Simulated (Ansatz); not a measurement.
Consider the cleavage of the Al–Ga bond: `F[CH2][AlH][GaH2]` + HI → `F[CH2][AlH][I]` + `[GaH3]`.

Computed with Ansatz on PBE0-D4/def2-TZVP structures; ΔE is electronic, products minus reactants. CCSD(T)/CBS adds triple-zeta CCSD(T) − MP2 to the extrapolated MP2 energy (def2 sets, frozen cores). Functionals use def2-TZVPP. B3LYP here is the variant with VWN-RPA as its local correlation; programs differ in this. HSE06 is defined as in plane-wave codes. def2 core potentials past Kr. For Ga, I outer-core shells are correlated without core-valence functions, which leaves a few kJ/mol of doubt a bond. Scalar relativity is left out up to krypton. One conformer a species, not always the lowest.

```tsv
level	ΔE (kcal/mol)	difference from CCSD(T)/CBS
LDA (SPW92)	-28.2	3.1
revPBE-D4	-28.2	3.1
BLYP-D4	-28.2	3.1
r2SCAN-D4	-31.4	-0.1
B97M-V	-31.2	0.1
PBE0-D4	-29.9	1.4
B3LYP-D4	-29.8	1.5
HSE06-D4	-30.0	1.3
BHLYP-D4	-32.0	-0.7
CAM-B3LYP-D4	-30.6	0.7
ωB97X-V	-31.2	0.1
ωB97M-V	-31.7	-0.4
B2PLYP	-31.2	0.1
PBE-QIDH	-32.3	-1.0
PBE	-27.9	3.4
revPBE	-27.9	3.4
BLYP	-27.9	3.4
PBE0	-29.8	1.5
B3LYP	-29.5	1.8
r2SCANh	-31.8	-0.5
r2SCAN0	-32.3	-1.0
HSE06	-29.9	1.4
BHLYP	-31.7	-0.4
CAM-B3LYP	-30.4	0.9
LC-ωPBE	-31.0	0.3
RPA@PBE/def2-TZVPP	-28.7	2.6
HF/def2-SVP	-34.6	-3.3
MP2/def2-SVP	-33.9	-2.6
CCSD/def2-SVP	-31.0	0.3
CCSD(T)/def2-SVP	-30.9	0.4
HF/def2-TZVPP	-34.3	-3.0
MP2/def2-TZVPP	-33.8	-2.5
SCS-MP2/def2-TZVPP	-32.7	-1.4
CCSD/def2-TZVPP	-30.3	1.0
CCSD(T)/def2-TZVPP	-30.2	1.1
MP2/def2-QZVPP	-34.5	-3.2
SCS-MP2/def2-QZVPP	-33.5	-2.2
HF/CBS(def2)	-34.4	-3.1
MP2/CBS(def2)	-34.9	-3.6
CCSD/CBS(def2)	-31.4	-0.1
CCSD(T)/CBS	-31.3	0
```

Question: What do rigid-rotor, harmonic-oscillator terms from PBE0-D4/def2-TZVP frequencies (298.15 K, 1 bar) make of the CCSD(T)/CBS value? (An estimate is asked.)

Answer: The calculation gave: ΔZPE = +0.8 kcal/mol, ΔH = -31.1 kcal/mol, ΔS = -8 J/(mol·K), ΔG = -30.5 kcal/mol. Modes under 50 cm⁻¹ make the entropy rough.

Largest T1 diagnostic among the species: 0.013.

From BLYP to BHLYP (50 % exact exchange), in def2-TZVPP and without D4, ΔE moves by −3.8 kcal/mol. Leaving LDA and LC-ωPBE aside and taking each functional with its dispersion term where it has one, the values, not all of them listed here, spread over 4.3 kcal/mol, from PBE-QIDH to PBE-D4.

CCSD(T)/CBS has its own doubt, a few kJ/mol and more with outer-core shells, so smaller differences from it don't rank the levels.
